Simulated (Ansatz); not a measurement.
Program: Ansatz. Geometries: PBE0-D4/def2-TZVP. ΔE: electronic, gas phase. CBS: MP2 limit from def2 TZ/QZ plus the TZ coupled-cluster correction, frozen cores. This one scheme is used for every species. DFT in def2-TZVPP. B3LYP here is the variant with VWN-RPA as its local correlation; programs differ in this. One conformer a species, not always the lowest.

Consider the silylene formation by 1,1-elimination: `C[SiH2][CH2][AlH][SH]` → `C[CH2][AlH][SH]` + `[SiH2]`.

(1) Is it downhill or uphill in electronic energy at CCSD(T)/CBS, and by how much? (Estimate.)

(2) What do these levels give: PBE-D4, r2SCAN-D4, PBE0-D4, B2PLYP, PBE, PBE0, B3LYP, HF/def2-TZVPP, MP2/def2-TZVPP, CCSD/def2-TZVPP, HF/def2-QZVPP, CCSD/CBS(def2)? (Estimate.)

Largest T1 diagnostic among the species: 0.014.

Results:

(1) Computed: Uphill: ΔE = +73.1 kcal/mol.

(2) Ansatz gave: PBE-D4 73.5, r2SCAN-D4 78.5, PBE0-D4 75.9, B2PLYP 70.8, PBE 70.9, PBE0 73.5, B3LYP 67.1, HF/def2-TZVPP 66.0, MP2/def2-TZVPP 76.8, CCSD/def2-TZVPP 69.7, HF/def2-QZVPP 66.2, CCSD/CBS(def2) 71.7 kcal/mol.

From PBE to PBE0 (25 % exact exchange), in def2-TZVPP and without D4, ΔE moves by +2.6 kcal/mol. The D4 term adds +4.2 kcal/mol with B3LYP and +2.4 kcal/mol with PBE0; it sums over pairs of atoms, weighted by their polarisabilities, and B3LYP, whose exchange is more repulsive, gets the larger term.
